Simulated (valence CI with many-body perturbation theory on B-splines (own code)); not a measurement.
**La LII in brief**

Level of theory: valence CI with perturbative core correlation (CI+MBPT): four valence electrons over a frozen Dirac-Fock core [He], a basis of 11 s, 11 p, 9 d, 7 f, 5 g, 2 h, 1 i functions for each j, with the one-electron correlation potential Σ1 (screened to all orders), the two-electron term Σ2, the three-electron term Σ3, Breit, model QED; selected single and double excitations, second order for the rest (own B-spline code, finite nucleus).

The last digits are not significant, and no measured levels were compared; by estimate large intervals hold to a few tenths of a per cent, small ones and those within an open d or f shell to about a per cent. Among the levels kept, up to 270 cm⁻¹ of a level comes from second order outside the variational space, and about a tenth of that is noise between levels of different J, which matters for small intervals.

Levels are named by their leading jj configuration (3d3/2^4 stands for four electrons in 3d with j = 3/2), which in mixed levels can hold well under half, so a name can repeat and another be missing.

Rates and lifetimes use the calculated energies. Strong lines usually hold to 10 to 20 %, long lifetimes can be off by a factor of two.

What is the ground level?

(2s^2 2p1/2^2) J=0, composition 70 % 2s2 2p2 3P + 30 % 2s2 2p2 1S.

What are the static dipole polarisabilities of the lowest levels?

(2s^2 2p1/2^2) J=0 0.000329 bohr³, of which the core gives 7.24e-07.

Among levels below 489.90 Ry, which E1 lines absorb most strongly from the ground level?

to (2s^2 2p1/2 3d3/2) J=1 at 0.2076 nm, f = 0.835; to (2s 2p1/2^2 3p1/2) J=1 at 0.2087 nm, f = 0.642; to (2s 2p1/2^2 3p3/2) J=1 at 0.2037 nm, f = 0.363.

Where does the other parity begin?

At (2s 2p1/2^2 2p3/2) J=2, 46.10 Ry.

How well does LS coupling describe the low levels?

Among the lowest 20 levels the leading LS term, summed over configurations, holds 66 % on average. For single configurations the figures are 66 % in LS and 99 % in jj coupling. Terms mix most in the J = 1 level at 50.85 Ry, where the leading one holds 35 %.

What is the ionisation energy?

10137 eV; NIST lists 10136 ± 4 eV (theoretical).

Name the longest-lived excited levels whose lifetime is computed, and their main decay.

(2s^2 2p1/2 2p3/2) J=2 at 32.50 Ry lives 1.15 μs, mostly by E2 to (2s^2 2p1/2^2) J=0; (2s^2 2p1/2 2p3/2) J=1 at 31.30 Ry lives 2.00 ns, mostly by M1 to (2s^2 2p1/2^2) J=0.
